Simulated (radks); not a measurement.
Coulomb parameter of the 4d shell of the ruthenium ion Ru2+ in the model configuration [Kr] 4d4.5 5s1.5, as a second difference U = [E(n + 0.5) + E(n - 0.5) - 2 E(n)] / (0.5)^2 with all orbitals relaxed. "Bare": the charge of the atom changes with n. "Screened": the 5s shell takes up the change at fixed total charge, which measures U(4d,4d) + U(5s,5s) - 2 U(4d,5s). All-electron calculation, scalar-relativistic Kohn-Sham, PBE, spin-unpolarised, spherical densities, finite nucleus; Fermi nuclear charge, rms radius 4.4809 fm. Program: a radial shooting solver on a logarithmic mesh with Libxc functionals.

[
 {"case": "start", "configuration": "[Kr] 4d4.5 5s1.5", "E - E(n) (eV)": "0.000"},
 {"case": "bare +0.5", "configuration": "[Kr] 4d5 5s1.5", "E - E(n) (eV)": "-13.040"},
 {"case": "bare -0.5", "configuration": "[Kr] 4d4 5s1.5", "E - E(n) (eV)": "16.322"},
 {"case": "screened +0.5", "configuration": "[Kr] 4d5 5s1", "E - E(n) (eV)": "-3.683"},
 {"case": "screened -0.5", "configuration": "[Kr] 4d4 5s2", "E - E(n) (eV)": "4.174"}
]

U(bare) = 13.130 eV, U(screened by 5s) = 1.962 eV, against the Slater integral F0(4d,4d) = 17.048 eV with frozen orbitals.
